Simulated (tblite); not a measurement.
C3H10GeOSi.
Numbering: `[CH3:1][C@@H:2]([CH:3]=[O:4])[GeH2:5][SiH3:6]` (hydrogens: H7, H8, H9 on C1; H10 on C2; H11 on C3; H12, H13 on Ge5; H14, H15, H16 on Si6)

Computed with GFN2-xTB (tblite), gas phase: L-BFGS steps from a force-field or distance-geometry start until the largest atomic force falls under 0.01 eV/Å.

Step 116: E = -523.0146 eV
```
atom  x, y, z in Å  |  force x, y, z in eV/Å
C1     -1.2698   -0.4104    1.3970    0.009  -0.054   0.021
C2     -1.0839   -0.4978   -0.1148    0.028   0.000   0.028
C3     -1.3973    0.8023   -0.7527   -0.017   0.043  -0.021
O4     -0.6610    1.3437   -1.5368   -0.004  -0.027  -0.004
Ge5     0.7867   -0.9252   -0.7189    0.003   0.002  -0.028
Si6     2.2636    0.8207   -0.2007    0.004  -0.029  -0.009
H7     -2.2826   -0.1032    1.6602    0.015   0.010  -0.012
H8     -0.5671    0.3069    1.8190   -0.028   0.020   0.015
H9     -1.0747   -1.3792    1.8531   -0.006  -0.014  -0.018
H10    -1.7968   -1.2272   -0.5141    0.003  -0.010   0.010
H11    -2.3526    1.2768   -0.4570   -0.042   0.037   0.000
H12     1.0768   -2.2809   -0.0881    0.000   0.020   0.007
H13     0.6245   -1.3020   -2.1742    0.031   0.011   0.019
H14     3.4799    0.2893    0.4191    0.006  -0.007  -0.011
H15     2.6171    1.5929   -1.3850    0.006  -0.013  -0.004
H16     1.6294    1.7022    0.7825   -0.008   0.011   0.006
```

Step 117: E = -523.0153 eV
```
atom  x, y, z in Å  |  force x, y, z in eV/Å
C1     -1.2762   -0.4161    1.3969    0.008  -0.044   0.016
C2     -1.0865   -0.4963   -0.1149    0.055   0.001   0.031
C3     -1.3959    0.8064   -0.7484   -0.027   0.037  -0.018
O4     -0.6582    1.3470   -1.5315    0.016  -0.015  -0.025
Ge5     0.7878   -0.9216   -0.7156   -0.015  -0.013  -0.005
Si6     2.2679    0.8231   -0.2052   -0.027  -0.021   0.009
H7     -2.2899   -0.1118    1.6607    0.019   0.003  -0.020
H8     -0.5761    0.3013    1.8236   -0.030   0.007   0.011
H9     -1.0799   -1.3872    1.8474   -0.005  -0.012  -0.009
H10    -1.7961   -1.2249   -0.5213   -0.001  -0.007   0.016
H11    -2.3484    1.2850   -0.4520   -0.054   0.035   0.011
H12     1.0786   -2.2746   -0.0785   -0.001   0.021   0.009
H13     0.6281   -1.3093   -2.1675    0.028   0.015   0.004
H14     3.4846    0.2939    0.4137    0.018  -0.013  -0.007
H15     2.6161    1.5852   -1.3965    0.014   0.004  -0.012
H16     1.6360    1.7087    0.7776    0.002   0.001  -0.011
```

Step 118: E = -523.0160 eV
```
atom  x, y, z in Å  |  force x, y, z in eV/Å
C1     -1.2852   -0.4251    1.3963    0.014  -0.019   0.021
C2     -1.0884   -0.4940   -0.1149    0.068   0.003   0.035
C3     -1.3941    0.8125   -0.7422   -0.006   0.041  -0.027
O4     -0.6531    1.3522   -1.5230    0.002  -0.011  -0.027
Ge5     0.7893   -0.9181   -0.7108   -0.026  -0.017   0.020
Si6     2.2727    0.8266   -0.2124   -0.040  -0.009   0.027
H7     -2.2998   -0.1225    1.6581    0.004   0.000  -0.022
H8     -0.5888    0.2916    1.8318   -0.030  -0.015   0.005
H9     -1.0910   -1.3995    1.8399    0.002  -0.010  -0.001
H10    -1.7937   -1.2214   -0.5297   -0.012  -0.008   0.010
H11    -2.3437    1.2963   -0.4437   -0.047   0.021   0.012
H12     1.0813   -2.2658   -0.0636   -0.003   0.016   0.012
H13     0.6327   -1.3193   -2.1583    0.025   0.017  -0.015
H14     3.4919    0.3015    0.4046    0.019  -0.018  -0.005
H15     2.6167    1.5753   -1.4127    0.017   0.018  -0.016
H16     1.6454    1.7186    0.7691    0.011  -0.010  -0.030
```

Problem. Estimate the geometry and energy of step 119. (The exact step hangs on the optimiser's Hessian estimate; all steps are aligned on step 118, rigid shifts and turns removed.)

Solution. E = -523.0167 eV, largest force 0.058 eV/Å
```
atom  x, y, z in Å  |  force x, y, z in eV/Å
C1     -1.2940   -0.4344    1.3958    0.000   0.008   0.018
C2     -1.0890   -0.4913   -0.1143    0.044  -0.002   0.026
C3     -1.3930    0.8191   -0.7358   -0.003   0.003  -0.001
O4     -0.6491    1.3570   -1.5148    0.004   0.020  -0.054
Ge5     0.7903   -0.9147   -0.7057   -0.021  -0.020   0.038
Si6     2.2765    0.8300   -0.2200   -0.036   0.000   0.033
H7     -2.3095   -0.1319    1.6536   -0.003  -0.009  -0.020
H8     -0.6016    0.2806    1.8402   -0.016  -0.025   0.009
H9     -1.1035   -1.4122    1.8325    0.008  -0.012   0.008
H10    -1.7894   -1.2189   -0.5382   -0.013   0.009   0.013
H11    -2.3404    1.3067   -0.4346   -0.029   0.008   0.007
H12     1.0840   -2.2564   -0.0467   -0.005   0.014   0.009
H13     0.6369   -1.3284   -2.1491    0.022   0.016  -0.027
H14     3.4982    0.3065    0.3935    0.020  -0.021  -0.001
H15     2.6194    1.5675   -1.4274    0.016   0.026  -0.018
H16     1.6563    1.7297    0.7594    0.013  -0.016  -0.038
```

The energy changes by -0.0007 eV. The first-order estimate −F·Δx gives -0.0009 eV and the mean of the old and new forces, exact on a quadratic surface, -0.0007 eV. The step makes an angle of 84° with the force vector and moves no atom by more than 0.020 Å.

What follows is the cost of the whole relaxation. The run took 1.8 s on one thread of an Arm Neoverse N1, no GPU, shared host.
